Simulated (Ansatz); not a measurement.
A CCSD(T) single point on `C[O][Ge]([OH])[Cl]` radical.

```yaml
crystal:
  periodic: [false, false, false]
  atoms:
    - {symbol: C, position_ang: [0.654143, -1.295427, 0.414501]}
    - {symbol: O, position_ang: [-0.275341, -0.492828, -0.284758]}
    - {symbol: Ge, position_ang: [-0.760708, 1.117743, 0.283616]}
    - {symbol: O, position_ang: [-1.562479, 1.817259, -1.128945]}
    - {symbol: Cl, position_ang: [1.009109, 2.299585, 0.723503]}
    - {symbol: H, position_ang: [1.549100, -0.731681, 0.696467]}
    - {symbol: H, position_ang: [0.949381, -2.107501, -0.252913]}
    - {symbol: H, position_ang: [0.210140, -1.732576, 1.314676]}
    - {symbol: H, position_ang: [-1.773346, 1.125408, -1.766147]}
basis:
  gaussian: {orbitals: def2-TZVPP}
magnetization: {spin_polarized: true, initial_magnetization: 1}
correlation: {method: ccsd_t}
scf: {omitted_lower_state_checks: [cluster_reference]}
```

```sh
$ ansatz run in.yaml --threads 2 --pin off --events-out ev --progress --plain --max-ram 20480MiB --backend cuda --devices 0, --max-vram 18GiB
```

Log, shortened:

```
Functional definition: HF
1480 factors; integrals over basis functions are off by at most 8.9e-4 eV
mean field evaluation 1: about -74144.8456 eV, gradient 3.3e1 eV
mean field evaluation 2: about -74144.8527 eV, gradient 3.3e1 eV
mean field evaluation 4: about -74149.5037 eV, gradient 3.3e0 eV
mean field evaluation 8: about -74149.6303 eV, gradient 2.1e-1 eV
mean field -74149.63133157 eV, -2724.9486910099 hartree, gradient 4.3e-6 eV, S^2 0.759283; 0 other end points of the search recorded, 0 dependent functions left out
17 core orbitals not correlated: weight in the atoms' cores, before any rotation towards them, 1.000 or more for the frozen orbitals, at most 0.000 for the correlated occupied ones
reference -74149.63133157 eV, -2724.9486910099 hartree; 21, 20 occupied and 201, 202 virtual orbitals, 1480 factors
second order -29.06904194 eV of doubles, -0.00000000 eV of singles
cycle   1  -28.89512176 eV  change    1.7e-1 eV  update   1.2e-1
cycle   2  -29.62365691 eV  change   -7.3e-1 eV  update   3.8e-2
cycle   3  -29.79796083 eV  change   -1.7e-1 eV  update   2.3e-2
cycle   4  -29.78677648 eV  change    1.1e-2 eV  update   7.7e-3
cycle   5  -29.78247228 eV  change    4.3e-3 eV  update   4.8e-3
cycle   6  -29.78531305 eV  change   -2.8e-3 eV  update   1.9e-3
cycle   7  -29.78527995 eV  change    3.3e-5 eV  update   9.1e-4
cycle   8  -29.78539551 eV  change   -1.2e-4 eV  update   3.3e-4
cycle   9  -29.78550808 eV  change   -1.1e-4 eV  update   1.8e-4
cycle  10  -29.78538185 eV  change    1.3e-4 eV  update   8.0e-5
cycle  11  -29.78542146 eV  change   -4.0e-5 eV  update   4.7e-5
cycle  12  -29.78544556 eV  change   -2.4e-5 eV  update   1.9e-5
perturbative correction -1.18674374 eV, -0.0436120281 hartree
Total energy: -74180.60352087 eV, -2726.0868979732 hartree
Checks for a lower state left out: cluster_reference
```

It took 10 s on 2 threads of an AMD EPYC 7R13 on a shared host and a share of an NVIDIA H100 80 GB, with 0.87 GiB of host memory at the peak.

MP2 recovers 93.9 % of the CCSD(T) correlation energy and the triples give 3.8 %; T1 = 0.0147.
